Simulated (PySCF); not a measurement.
HgSb: from constants to spectrum

r²SCAN constants of HgSb, ⁴Σ⁻ (quartet), unpaired electrons σ ↑, π ↑↑ (basis Hg def2-SVP with ECP60, Sb def2-SVP with ECP28; scalar-relativistic core potentials; PySCF 2.14; masses 201.9706 and 120.9038 u):

```
ωe              : 34.9 cm⁻¹
ωexe            : 0.538 cm⁻¹
Be              : 0.019931 cm⁻¹
αe              : 0.000322 cm⁻¹
D (centrifugal) : 2.6e-08 cm⁻¹
De to Hg + Sb   : 0.080 eV
```

Task: Give the vibrational terms G(v) and spacings up to v = 3.

Result: G(v) = ωe(v+½) − ωexe(v+½)².

```csv
v,G(v) (cm⁻¹),G(v) − G(v−1),Bv (cm⁻¹)
0,17,,0.01977
1,51,34,0.01945
2,84,33,0.01913
3,116,32,0.01880
```

Task: How well does the Morse estimate ωe²/(4ωexe) reproduce De, and what is D0?

Result: It gives 0.070 eV, 88 % of the computed De. D0 = De − G(0) = 0.080 − 0.002 = 0.078 eV.

The bond is weak. Basis-set superposition, not corrected here, can be much of De in a small basis, most of all at correlated wavefunction levels. Functionals without a dispersion term scatter widely for such bonds, and LDA overbinds them. These are scalar-relativistic numbers at best; spin–orbit coupling would shift them, the dissociation energy most. The state is the lowest determinant that a PBE0 search found; another state may lie lower at other levels.
